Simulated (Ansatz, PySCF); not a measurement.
CH9ClOSi3, SMILES C[SiH2]O[Si@H]([SiH3])Cl. Atoms are numbered in the order given.

```xyz
15

C     -3.4193     1.1600     0.2965
Si    -2.0111     0.2670    -0.5320
O     -0.7993     0.0399     0.6012
Si     0.8065    -0.3071     0.7246
Si     2.1094     1.3976    -0.2132
Cl     1.2328    -2.0249    -0.3689
H     -3.8102     0.5715     1.1404
H     -4.2418     1.3281    -0.4165
H     -3.0902     2.1376     0.6801
H     -2.4451    -1.0632    -1.0514
H     -1.4597     1.0729    -1.6658
H      1.1051    -0.6015     2.1515
H      3.5585     1.0591    -0.0765
H      1.7661     1.5258    -1.6619
H      1.8441     2.7022     0.4689
```

The structure is a stationary point at PBE0-D3(BJ)/def2-SVP. The structure was generated by enumeration; whether it is a known compound was not checked. Other conformers were not sampled.

Two levels are set side by side: PBE-D3(BJ)/def2-SVP (Ansatz, a program for electronic structure) and PBE0-D3(BJ)/def2-SVP (Ansatz). Each level has its own optimised geometry; the coordinates shown are those of the second. Frequencies come from the Hessian of PySCF at each geometry. Differences are taken from unrounded values.

| quantity | PBE0-D3(BJ) | PBE-D3(BJ) | PBE-D3(BJ) minus PBE0-D3(BJ) |
|---|---|---|---|
| mean bond length (Å) | 1.562 | 1.574 | 0.012 |
| bond C1–Si2 (Å) | 1.862 | 1.873 | 0.011 |
| bond Si2–O3 (Å) | 1.675 | 1.693 | 0.018 |
| bond O3–Si4 (Å) | 1.648 | 1.666 | 0.018 |
| bond Si4–Si5 (Å) | 2.342 | 2.352 | 0.010 |
| bond Si4–Cl6 (Å) | 2.081 | 2.096 | 0.016 |
| bond C1–H7 (Å) | 1.101 | 1.108 | 0.008 |
| bond C1–H8 (Å) | 1.101 | 1.109 | 0.008 |
| bond C1–H9 (Å) | 1.101 | 1.108 | 0.008 |
| bond Si2–H10 (Å) | 1.492 | 1.503 | 0.011 |
| bond Si2–H11 (Å) | 1.496 | 1.508 | 0.011 |
| bond Si4–H12 (Å) | 1.487 | 1.499 | 0.012 |
| bond Si5–H13 (Å) | 1.494 | 1.505 | 0.010 |
| bond Si5–H14 (Å) | 1.494 | 1.504 | 0.010 |
| bond Si5–H15 (Å) | 1.496 | 1.506 | 0.010 |
| highest harmonic wavenumber (cm⁻¹) | 3173 | 3087 | -86 |
| mean harmonic wavenumber (cm⁻¹) | 1066 | 1031 | -35 |
| zero-point energy (kcal/mol) | 59.43 | 57.50 | -1.93 |

GGA bonds tend to be longer and softer than those of functionals with exact exchange. Differences between two approximate levels are no errors against the true value.
